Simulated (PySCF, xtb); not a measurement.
Cl₂FH₃OSi₂, SMILES F[Si](Cl)(Cl)O[SiH3]. One conformer was computed; it need not be the lowest.

Harmonic wavenumbers (cm⁻¹) from GFN2-xTB (xtb 6.7.1) at its own minimum, in rising order: 13, 33, 38, 128, 153, 192, 236, 258, 434, 594, 603, 611, 625, 749, 762, 803, 828, 1128, 2283, 2297, 2306.

Question: What does PBE0-D3(BJ)/def2-SVP run with PySCF give at its own minimum? (Estimate from the structure and the level; the computed values follow.)

Answer: 22, 36, 54, 167, 200, 259, 304, 310, 474, 653, 686, 725, 737, 943, 948, 951, 976, 1144, 2257, 2262, 2281. Paired by order, the mean absolute difference is 71 cm⁻¹ and the zero-point energies are 21.5 and 23.4 kcal/mol.
